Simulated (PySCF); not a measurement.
A compound of formula C11H27ClS2Si2 has these computed shifts in ppm, with the number of atoms in brackets (GIAO KT3/pcSseg-1, gas phase, PySCF SCF with an in-house response code, fitting set def2-universal-JFIT, grid level 2, non-relativistic, on the GFN2-xTB geometry; 13C, 1H, 29Si against isolated TMS; 33S against isolated CS2).

1H: 3.30 (1), 2.57 (1), 2.54 (1), 2.31 (1), 2.06 (1), 1.86 (1), 1.63 (1), 1.54 (1), 1.34 (1), 1.28 (1), 1.25 (1), 1.14 (1), 1.07 (3), 1.06 (3), 0.67 (3), 0.45 (3), 0.33 (3)
13C: 44.5 (1), 37.7 (1), 35.6 (1), 34.1 (1), 29.6 (1), 29.6 (1), 17.9 (1), 17.7 (1), 7.5 (1), 1.8 (1), 0.7 (1)
29Si: 27.4 (1), 1.9 (1)
33S: -68.3 (1), -89.0 (1)

Question: Which structure gave them?

Answer: CCCCS[Si](C)(C)[Si@@](C)(Cl)SCCCC. Other isomers were not compared.
